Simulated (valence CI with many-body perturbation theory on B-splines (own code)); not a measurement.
Pm XLVIII: fill in the table

Calculated by configuration interaction combined with many-body perturbation theory (CI+MBPT): four valence electrons over a frozen Dirac-Fock core [Ne], a basis of 11 s, 11 p, 9 d, 7 f, 5 g, 2 h, 1 i functions for each j, with the one-electron correlation potential Σ1 (screened to all orders), the two-electron term Σ2, the three-electron term Σ3, Breit, model QED; selected single and double excitations, second order for the rest (own B-spline code, finite nucleus).

No measured spectrum was set against this ion. As an estimate, large intervals hold to a few tenths of a per cent, small ones and those within an open d or f shell to about a per cent.

```csv
Level,E (eV)
(3s^2 3p1/2^2) J=0,0.00
(3s^2 3p1/2 3p3/2) J=1,?
(3s^2 3p1/2 3p3/2) J=2,?
(3s 3p1/2^2 3p3/2) J=2,258.83
(3s 3p1/2^2 3p3/2) J=1,281.66
(3s^2 3p3/2^2) J=2,?
(3s^2 3p3/2^2) J=0,299.29
(3s^2 3p1/2 3d3/2) J=2,?
(3s^2 3p1/2 3d3/2) J=1,339.56
(3s^2 3p1/2 3d5/2) J=2,351.73
(3s^2 3p1/2 3d5/2) J=3,353.46
(3s 3p1/2 3p3/2^2) J=2 [a],?
(3s 3p1/2 3p3/2^2) J=3,404.49
(3s 3p1/2 3p3/2^2) J=0,?
(3s 3p1/2 3p3/2^2) J=1 [a],423.79
(3s 3p1/2 3p3/2^2) J=2 [b],425.85
(3s 3p1/2^2 3d3/2) J=1,433.89
(3s 3p1/2 3p3/2^2) J=1 [b],434.01
(3s 3p1/2^2 3d3/2) J=2,439.06
(3s^2 3p3/2 3d3/2) J=3,472.30
```

Levels are named by their leading jj configuration (3d3/2^4 stands for four electrons in 3d with j = 3/2), which in mixed levels can hold well under half, so a name can repeat and another be missing. Letters in brackets count levels of one name in rising energy.

**Question.** The levels stand in rising order. What does the calculation give for the missing energies?

**Answer.** (3s^2 3p1/2 3p3/2) J=1 135.12; (3s^2 3p1/2 3p3/2) J=2 142.59; (3s^2 3p3/2^2) J=2 283.15; (3s^2 3p1/2 3d3/2) J=2 307.38; (3s 3p1/2 3p3/2^2) J=2 [a] 393.08; (3s 3p1/2 3p3/2^2) J=0 413.59.
